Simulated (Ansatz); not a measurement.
Ansatz (a quantum-chemistry and plane-wave program) input (CCSD(T)/6-31G*):

Ansatz 0.2 input:
```yaml
crystal:
  periodic: [false, false, false]
  atoms:
    - {symbol: N, position_ang: [1.21144156, 1.69920798, -0.09679927]}
    - {symbol: Si, position_ang: [1.62237017, 0.00070358, -0.03083916]}
    - {symbol: O, position_ang: [0.27973331, -0.88802713, -0.25278222]}
    - {symbol: Si, position_ang: [-1.35860779, -0.65729201, -0.28930617]}
    - {symbol: N, position_ang: [-1.95765177, 0.45581363, 0.85887571]}
    - {symbol: H, position_ang: [2.01002211, 2.32834596, 0.01448620]}
    - {symbol: H, position_ang: [2.21289623, -0.28875867, 1.30014822]}
    - {symbol: H, position_ang: [2.59877074, -0.31184150, -1.10245570]}
    - {symbol: H, position_ang: [-1.69244902, -0.16456462, -1.64027030]}
    - {symbol: H, position_ang: [-1.96954430, -1.96937429, -0.00206402]}
    - {symbol: H, position_ang: [-2.14148236, 0.18266934, 1.81069645]}
    - {symbol: H, position_ang: [-1.72528177, 1.43482748, 0.78921667]}
basis:
  gaussian:
    orbitals: 6-31G*
magnetization: {spin_polarized: true, initial_magnetization: 1}
correlation: {method: ccsd_t, electrons: outside_noble_gas}
```

Output:

```
Functional definition: HF
integrals: 0.19 GiB planned
952 factors; integrals over basis functions are off by at most 1.2e-3 eV
0.66 GiB of device memory are held for the factors and their scratch space
mean field: 0.54 GiB planned
mean field evaluation 1: about -20831.1117 eV, gradient 3.4e1 eV
mean field evaluation 2: about -20831.1860 eV, gradient 3.4e1 eV
mean field evaluation 4: about -20837.2093 eV, gradient 3.5e0 eV
mean field evaluation 8: about -20837.3929 eV, gradient 2.4e-1 eV
mean field evaluation 16: about -20831.1129 eV, gradient 3.4e1 eV
mean field evaluation 32: about -20835.9551 eV, gradient 4.4e0 eV
mean field evaluation 64: about -20836.1427 eV, gradient 1.5e0 eV
mean field -20837.39416560 eV, -765.7601114927 hartree, gradient 5.2e-6 eV, S^2 0.757812; 4 other end points of the search recorded, 0 dependent functions left out
determinant -20837.39416560 eV, -765.7601114927 hartree, with singles and doubles -20855.85116414 eV, -766.4383936786 hartree
determinant -20836.18204489 eV, -765.7155668784 hartree, with singles and doubles -20854.63444390 eV, -766.3936800342 hartree
13 core orbitals not correlated
reference -20837.39416560 eV, -765.7601114927 hartree; 16, 15 occupied and 68, 69 virtual orbitals, 952 factors
second order -17.02452782 eV of doubles, -0.00000000 eV of singles
coupled cluster: 1.35 GiB planned
cycle   1  -18.45765447 eV  change   -6.6e-4 eV  update   1.5e-3
cycle   2  -18.45801344 eV  change   -3.6e-4 eV  update   1.0e-3
cycle   3  -18.45804664 eV  change   -3.3e-5 eV  update   6.3e-4
cycle   4  -18.45810089 eV  change   -5.4e-5 eV  update   1.7e-4
cycle   5  -18.45839593 eV  change   -3.0e-4 eV  update   7.1e-5
cycle   6  -18.45854090 eV  change   -1.4e-4 eV  update   3.9e-5
cycle   7  -18.45850936 eV  change    3.2e-5 eV  update   2.9e-5
cycle   8  -18.45845442 eV  change    5.5e-5 eV  update   2.2e-5
cycle   9  -18.45846335 eV  change   -8.9e-6 eV  update   1.7e-5
perturbative correction -0.40326830 eV, -0.0148198368 hartree
Total energy: -20856.25589726 eV, -766.4532673462 hartree
```

It need not be the lowest isomer of its formula.
